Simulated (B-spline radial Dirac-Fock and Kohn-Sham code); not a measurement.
Dipole and non-dipole photoemission parameters of Sm⁺ 4s

System: samarium as Sm⁺, configuration [Xe] 4f6 6s1; threshold 349.1 eV (orbital energy of the model). Model: Dirac-Hartree-Slater photoionisation with a Latter tail; cross sections with all multipoles, angular parameters from the dipole term and its interference with E2. Program: an atomic code on a B-spline grid.

The run's input, task.json:

```json
{"items": [{
  "Z": 62,
  "q": 1,
  "cfg": [[1, 0, 2], [2, 0, 2], [2, 1, 6], [3, 0, 2], [3, 1, 6], [3, 2, 10], [4, 0, 2], [4, 1, 6], [4, 2, 10], [4, 3, 6], [5, 0, 2], [5, 1, 6], [6, 0, 1]],
  "A": 152,
  "rrms": 5.0819,
  "do": "xps",
  "hv": [52.3, 60, 60.7, 82.4, 144.0, 150, 162.0, 230.0, 231.0, 253.0, 265.0, 400, 482.0, 600, 974.0, 997.0, 1050.0, 1100.0, 1130.0, 1220.0, 1253.6, 2000, 2300.0, 2430.0, 4000, 4170.0, 6910.0, 8047.8, 10500.0, 11200.0]
}]}
```

Launch: `python xray2_run.py task.json out`

For linearly polarised light dσ/dΩ = σ/(4π) [1 + β P₂(cos θ) + (δ + γ cos²θ) sin θ cos φ], with θ from the polarisation vector and φ the angle between the beam and the projection of the electron momentum on the plane normal to the polarisation.

```csv
hν (eV),σ (kb),β,γ
400,101,1.905,0.436
482,86.7,1.926,0.482
600,68.9,1.941,0.491
974,36.8,1.959,0.413
997,35.5,1.960,0.407
1050,33.0,1.961,0.392
1100,30.8,1.962,0.377
1130,29.6,1.963,0.369
1220,26.4,1.964,0.344
1253.6,25.3,1.965,0.334
2000,11.9,1.972,0.149
2300,?,?,?
2430,8.46,1.974,0.068
4000,3.46,1.977,-0.097
4170,3.20,1.978,-0.106
6910,1.22,1.980,-0.095
8047.8,0.900,1.980,-0.040
10500,0.524,1.980,0.130
11200,0.459,1.980,0.185
```

**Question.** Give the values at 2300 eV.

**Answer.** σ = 9.31 kb, β = 1.973, γ = 0.090. For an s subshell δ is negligible.

Values without a named source are computed, but for edge energies of neutral atoms, which are taken from tables.
